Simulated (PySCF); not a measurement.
Isomers of C7H10FP. The calculation used PySCF 2.14.0, PBE0-D3(BJ)/def2-SVP geometry optimisation, gas phase. One conformer each; no zero-point energy, no entropy. No frequencies were run at this level. Point groups hold within 0.08 Å.

Problem. Order them by energy at this level, lowest first, and give relative energies in kcal/mol.
A. `[CH2:1]=[CH:2][CH2:3][P:4]1[CH2:5][CH:6]=[C:7]([F:8])[CH2:9]1` with C1–C2–C3–P4 113°, C2–C3–P4–C5 -167°, C3–P4–C5–C6 84°, P4–C5–C6–C7 11°, C6–C7–C9–P4 -10°, C3–P4–C9–C7 -85°
B. `[F:1][C:2]1=[CH:3][CH2:4][CH2:5][P:6]1[CH:7]1[CH2:8][CH2:9]1` with C5–P6–C7–C8 -173°, C2–C3–C4–C5 16°, C3–C4–C5–P6 -22°, C4–C5–P6–C7 -80°, P6–C7–C8–C9 108°

Solution. A (0.0), B (5.9).

As drawn, the higher has a three-membered ring, which the lower lacks.

```csv
SMILES,E (Eh),E rel (kcal/mol),dipole (D),point group,"A, B, C (MHz)"
C=CCP1CC=C(F)C1,-713.00551,0.0,0.97,C1,"1965, 1021, 790.2"
FC1=CCCP1C1CC1,-712.99608,5.9,2.35,C1,"2079, 1130, 865.1"
```

Problem. How do the relative energies change in single points at PBE0/pcSseg-1 (no added dispersion term) on the same geometries?

Solution. 
```csv
SMILES,PBE0-D3(BJ)/def2-SVP (kcal/mol),PBE0/pcSseg-1 (kcal/mol),shift
C=CCP1CC=C(F)C1,0.0,0.0,0.0
FC1=CCCP1C1CC1,5.9,6.7,+0.8
```

Each column counts from its own lowest isomer. The order is unchanged; the largest shift is 0.8 kcal/mol.
